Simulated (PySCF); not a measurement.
# Polarisability and C₆ of V²⁺ (vanadium, charge +2)

[Ar] 3d3, high-spin 4F determinant. All numbers are calculated (PySCF 2.14, the spin-free X2C one-electron Hamiltonian (Gaussian nucleus), in aug-cc-pwCVTZ-DK (10s9p7d4f3g, 127 functions)). Coupled (time-dependent) response in atomic units; α is the mean over directions.

```csv
method,mean α (bohr³),C₆ (like pair),S(−4)
BP86,5.026,15.20,19.62
```

S(−4) is the Cauchy moment in α(ω) = α(0) + S(−4) ω² + …

α(iu) at BP86:

| u (hartree) | α(iu) (bohr³) |
| --- | --- |
| 0 | 5.026 |
| 0.0500 | 4.978 |
| 0.100 | 4.843 |
| 0.200 | 4.418 |
| 0.300 | 3.947 |
| 0.500 | 3.176 |
| 0.750 | 2.525 |
| 1.00 | 2.073 |
| 1.50 | 1.470 |
| 2.00 | 1.087 |
| 3.00 | 0.6542 |
| 5.00 | 0.3096 |

For an ion, C₆ is the dispersion term alone; charge-induced terms of lower order in 1/R come first.
